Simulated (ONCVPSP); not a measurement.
# lanthanum: ONCV pseudisation with PBEsol, scalar-relativistic reference atom.

The input file (ONCVPSP 4.0.1):

```
# ATOM AND REFERENCE CONFIGURATION
# atsym  z   nc   nv     iexc    psfile
  La 57.00    9    4  -116133      upf
#
#   n    l    f
    1    0    2.00
    2    0    2.00
    2    1    6.00
    3    0    2.00
    3    1    6.00
    3    2   10.00
    4    0    2.00
    4    1    6.00
    4    2   10.00
    5    0    2.00
    5    1    6.00
    5    2    1.00
    6    0    2.00
#
# PSEUDOPOTENTIAL AND OPTIMIZATION
# lmax
    3
#
#   l,   rc,      ep,       ncon, nbas, qcut
    0    2.30    0.00    4    7    5.50
    1    1.70    0.00    5   10    4.00
    2    4.00    0.00    3    8    3.10
    3    3.45    0.43    4    7    2.90
#
# LOCAL POTENTIAL
# lloc, lpopt,  rc(5),   dvloc0
    4    4    1.40    1.00
#
# VANDERBILT-KLEINMAN-BYLANDER PROJECTORs
# l, nproj, debl
    0    2    2.40
    1    2    2.60
    2    2    2.90
    3    2    0.30
#
# MODEL CORE CHARGE
# icmod, fcfact, rcfact
    0    0.00    0.00
#
# LOG DERIVATIVE ANALYSIS
# epsh1, epsh2, depsh
   -3.00    5.00    0.02
#
# OUTPUT GRID
# rlmax, drl
    6.00    0.01
#
# TEST CONFIGURATIONS
# ncnf
    4
# nvcnf
#   n    l    f
    4
    5    0    2.00
    5    1    6.00
    5    2    1.00
    6    0    1.00
#
    4
    5    0    2.00
    5    1    6.00
    5    2    1.00
    6    0    0.00
#
    4
    5    0    2.00
    5    1    6.00
    5    2    0.00
    6    0    0.00
#
    5
    5    0    2.00
    5    1    6.00
    5    2    1.00
    6    0    0.00
    6    1    2.00
#
```

Command:

```bash
oncvpsp.x < La.dat > La.out
```

The program printed (shortened: citation, most of the input echo, consistency checks and plot data are left out):

```
ONCVPSP  (Optimized Norm-Conservinng Vanderbilt PSeudopotential)
scalar-relativistic version 4.0.1

#   n    l    f        energy (Ha)
    1    0    2.00    -1.4234712E+03
    2    0    2.00    -2.2661390E+02
    2    1    6.00    -2.0313106E+02
    3    0    2.00    -4.8462312E+01
    3    1    6.00    -4.0964817E+01
    3    2   10.00    -3.0187043E+01
    4    0    2.00    -9.7797262E+00
    4    1    6.00    -7.3411762E+00
    4    2   10.00    -3.8134815E+00
    5    0    2.00    -1.4313161E+00
    5    1    6.00    -8.2316012E-01
    5    2    1.00    -1.1402178E-01
    6    0    2.00    -1.3616429E-01

Reference configufation results
  iterations    25
  all-electron total energy (Ha)   -8.49000440D+03

Begin loop to  construct optimized pseudo wave functions
and semi-local pseudopoentials for all angular momenta

Calculating optimized projector #   1

 for l=   0

    Fraction of norm inside rc  0.917041
    Optimizing pswf for qcut=   5.51 a_B^-1,  ecut=  15.17 Ha
    Residual kinetic energy error=  1.31D-06 Ha

    Energy error per electron        Cutoff
         Ha          eV             Ha
         0.01000     0.27211        7.92
         0.00100     0.02721       10.36
         0.00010     0.00272       12.34
         0.00001     0.00027       13.86

Calculating optimized projector #   2

 for l=   0

    Fraction of norm inside rc  0.054251
    Optimizing pswf for qcut=   5.51 a_B^-1,  ecut=  15.17 Ha
    Residual kinetic energy error=  1.39D-06 Ha

    Energy error per electron        Cutoff
         Ha          eV             Ha
         0.01000     0.27211        6.12
         0.00100     0.02721        9.37
         0.00010     0.00272       11.76
         0.00001     0.00027       13.69

   Wellstate for l =  1  n =  7
     eigenvalue =   1.7768
     asymptotic potential =   2.2768
     half-point radius =  3.8827

Calculating optimized projector #   1

 for l=   1

    Fraction of norm inside rc  0.474400
    Optimizing pswf for qcut=   4.00 a_B^-1,  ecut=   7.99 Ha
    Residual kinetic energy error=  1.39D-02 Ha

    Energy error per electron        Cutoff
         Ha          eV             Ha
         0.01000     0.27211        8.99
         0.00100     0.02721       58.17
         0.00010     0.00272      108.15
         0.00001     0.00027      121.13

Calculating optimized projector #   2

 for l=   1

    Fraction of norm inside rc  0.086211
    Optimizing pswf for qcut=   4.00 a_B^-1,  ecut=   7.99 Ha
    Residual kinetic energy error=  1.76D-02 Ha

    Energy error per electron        Cutoff
         Ha          eV             Ha
         0.01000     0.27211        9.55
         0.00100     0.02721       55.51
         0.00010     0.00272      137.07
         0.00001     0.00027      152.47

   Wellstate for l =  2  n = 10
     eigenvalue =   2.7860
     asymptotic potential =   3.2860
     half-point radius =  7.3557

Calculating optimized projector #   1

 for l=   2

    Fraction of norm inside rc  0.808399
    Optimizing pswf for qcut=   3.10 a_B^-1,  ecut=   4.79 Ha
    Residual kinetic energy error=  2.63D-05 Ha

    Energy error per electron        Cutoff
         Ha          eV             Ha
         0.01000     0.27211        2.89
         0.00100     0.02721        3.66
         0.00010     0.00272        4.37
         0.00001     0.00027        9.13

Calculating optimized projector #   2

 for l=   2

    Fraction of norm inside rc  0.193991
    Optimizing pswf for qcut=   3.10 a_B^-1,  ecut=   4.79 Ha
    Residual kinetic energy error=  9.92D-03 Ha

    Energy error per electron        Cutoff
         Ha          eV             Ha
         0.01000     0.27211        4.52
         0.00100     0.02721       20.72
         0.00010     0.00272       42.19
         0.00001     0.00027       94.91

WARNING wellstate: localized bound state found for n= 4 l= 3
WARNING this state with energy -0.16127529
WARNING will be used for the first projector

   Wellstate for l =  3  n =  5
     eigenvalue =   0.1387
     asymptotic potential =   0.6387
     half-point radius = 13.1286

Calculating optimized projector #   1

 for l=   3

    Fraction of norm inside rc  0.987488
    Optimizing pswf for qcut=   2.91 a_B^-1,  ecut=   4.22 Ha
    Residual kinetic energy error=  3.11D-01 Ha

    Energy error per electron        Cutoff
         Ha          eV             Ha
         0.01000     0.27211       15.76
         0.00100     0.02721       18.88
         0.00010     0.00272       28.09
         0.00001     0.00027       44.15

Calculating optimized projector #   2

 for l=   3

    Fraction of norm inside rc  0.033892
    Optimizing pswf for qcut=   2.91 a_B^-1,  ecut=   4.22 Ha
    Residual kinetic energy error=  2.52D-02 Ha

    Energy error per electron        Cutoff
         Ha          eV             Ha
         0.01000     0.27211        5.12
         0.00100     0.02721        9.75
         0.00010     0.00272       18.51
         0.00001     0.00027       21.56

Construct Vanderbilt / Kleinmman-Bylander projectors

B matrix Hermiticity error, ll=   0
   1   2    8.6935E-05

  Orthonormal projector coefficients  6.7566E+00  1.0384E+00

B matrix Hermiticity error, ll=   1
   1   2   -2.5771E-04

  Orthonormal projector coefficients  7.6427E+00  2.2678E+00

B matrix Hermiticity error, ll=   2
   1   2    9.7776E-05

  Orthonormal projector coefficients  3.6886E+00  1.3717E+00

B matrix Hermiticity error, ll=   3
   1   2    1.1790E-05

  Orthonormal projector coefficients -4.1253E+00 -2.3400E+00

Pseudoatom total energy  -31.443194

Diagnostic tests using Vanderbilt-Kleinman-Bylander pseudopotentials
  1 or more projectors used as specified by nproj input data

   l    rcore       rmatch      e in        delta e   norm test  slope test

   0   2.3040024   2.3739569  -1.4313161  -0.0000000   1.0000989   1.0000975
   0   2.3040024   2.3739569  -0.1361643   0.0000014   1.0000265   1.0000227

   1   1.7083777   1.7602478  -0.8231601  -0.0000052   1.0000744   1.0001040
   1   1.7083777   1.7602478   1.7768399   0.0000017   1.0003881   1.0003881

   2   4.0187884   4.1408075  -0.1140218  -0.0000183   0.9996118   0.9994922
run_diag: lschvkbbe ERROR   2   5   2  60  2.78597823E+00  3.11457605E+00
   2   4.0187884   4.1408075   2.7859782   0.3285978  24.5811509   1.1912702

   3   3.4605539   3.5656238  -0.1612753  -0.0000002   1.0001544   1.0001566
   3   3.4605539   3.5656238   0.1387247   0.0000017   1.0000794   1.0000794

 Testing for bound ghosts
   n   l    E NL Schr. Eq   E Basis Diag.   E Cutoff

   1   0       -1.431316       -1.431311     35.80
   2   0       -0.136163       -0.105673     35.80

   2   1       -0.823165       -0.822175    170.94

   3   2       -0.114040       -0.113967     21.36

   4   3       -0.161275       -0.161050     24.88

 Testing for highly-localized positive-energy ghosts
       l    <radius>/rc     E Basis Diag.   E Cutoff

       0        0.526954        3.303443     35.80  WARNING - GHOST(+)

       2        0.671767        3.904723     21.36  WARNING - GHOST(+)

Test configuration 0

   n   l     f        eae           eps        diff
   1   0  2.0000-1423.47120850
   2   0  2.0000 -226.61389633
   2   1  6.0000 -203.13106047
   3   0  2.0000  -48.46231154
   3   1  6.0000  -40.96481728
   3   2 10.0000  -30.18704293
   4   0  2.0000   -9.77972624
   4   1  6.0000   -7.34117624
   4   2 10.0000   -3.81348155
   5   0  2.0000   -1.43131611   -1.43131615   -3.98D-08
   5   1  6.0000   -0.82316012   -0.82316529   -5.17D-06
   5   2  1.0000   -0.11402178   -0.11404013   -1.83D-05
   6   0  2.0000   -0.13616429   -0.13616285    1.44D-06

    Total energies and differences
      AE_ref= -8.49000440D+03  AE_tst= -8.49000440D+03  dif=  0.00D+00
      PS_ref= -3.14431940D+01  PS_tst= -3.14431940D+01  dif=  1.42D-14
      PSP excitation error= -1.42D-14

Test configuration 1

   n   l     f        eae           eps        diff
   1   0  2.0000-1423.68818955
   2   0  2.0000 -226.83009666
   2   1  6.0000 -203.34729219
   3   0  2.0000  -48.67852976
   3   1  6.0000  -41.18103484
   3   2 10.0000  -30.40322640
   4   0  2.0000   -9.99566334
   4   1  6.0000   -7.55704826
   4   2 10.0000   -4.02918585
   5   0  2.0000   -1.64585206   -1.65028598   -4.43D-03
   5   1  6.0000   -1.03697154   -1.04076232   -3.79D-03
   5   2  1.0000   -0.31344216   -0.31487253   -1.43D-03
   6   0  1.0000   -0.30768502   -0.30905691   -1.37D-03

    Total energies and differences
      AE_ref= -8.49000440D+03  AE_tst= -8.48978392D+03  dif=  2.20D-01
      PS_ref= -3.14431940D+01  PS_tst= -3.12221454D+01  dif=  2.21D-01
      PSP excitation error= -5.68D-04

Test configuration 2

   n   l     f        eae           eps        diff
   1   0  2.0000-1423.94212535
   2   0  2.0000 -227.08295197
   2   1  6.0000 -203.60018336
   3   0  2.0000  -48.93130754
   3   1  6.0000  -41.43381071
   3   2 10.0000  -30.65597537
   4   0  2.0000  -10.24775846
   4   1  6.0000   -7.80901341
   4   2 10.0000   -4.28084273
   5   0  2.0000   -1.89461073   -1.90611885   -1.15D-02
   5   1  6.0000   -1.28345931   -1.29343697   -9.98D-03
   5   2  1.0000   -0.53877599   -0.54074815   -1.97D-03

    Total energies and differences
      AE_ref= -8.49000440D+03  AE_tst= -8.48938526D+03  dif=  6.19D-01
      PS_ref= -3.14431940D+01  PS_tst= -3.08203783D+01  dif=  6.23D-01
      PSP excitation error= -3.68D-03

Test configuration 3

   n   l     f        eae           eps        diff
   1   0  2.0000-1424.33436387
   2   0  2.0000 -227.47919447
   2   1  6.0000 -203.99620033
   3   0  2.0000  -49.32533075
   3   1  6.0000  -41.82783096
   3   2 10.0000  -31.05055195
   4   0  2.0000  -10.63779778
   4   1  6.0000   -8.19867327
   4   2 10.0000   -4.66989787
   5   0  2.0000   -2.26795020   -2.25904215    8.91D-03
   5   1  6.0000   -1.64508459   -1.63751323    7.57D-03

    Total energies and differences
      AE_ref= -8.49000440D+03  AE_tst= -8.48869041D+03  dif=  1.31D+00
      PS_ref= -3.14431940D+01  PS_tst= -3.01344363D+01  dif=  1.31D+00
      PSP excitation error=  5.23D-03

Test configuration 4

   n   l     f        eae           eps        diff
   1   0  2.0000-1423.55178889
   2   0  2.0000 -226.69411763
   2   1  6.0000 -203.21120712
   3   0  2.0000  -48.54287115
   3   1  6.0000  -41.04536223
   3   2 10.0000  -30.26755568
   4   0  2.0000   -9.86015044
   4   1  6.0000   -7.42151878
   4   2 10.0000   -3.89364510
   5   0  2.0000   -1.51062302   -1.51475415   -4.13D-03
   5   1  6.0000   -0.90085344   -0.90429644   -3.44D-03
   5   2  1.0000   -0.17492477   -0.17528602   -3.61D-04
   6   1  2.0000   -0.08391157   -0.08422973   -3.18D-04

    Total energies and differences
      AE_ref= -8.49000440D+03  AE_tst= -8.48982441D+03  dif=  1.80D-01
      PS_ref= -3.14431940D+01  PS_tst= -3.12625655D+01  dif=  1.81D-01
      PSP excitation error= -6.41D-04
```

The run took about 6 s on one core of a shared server CPU.
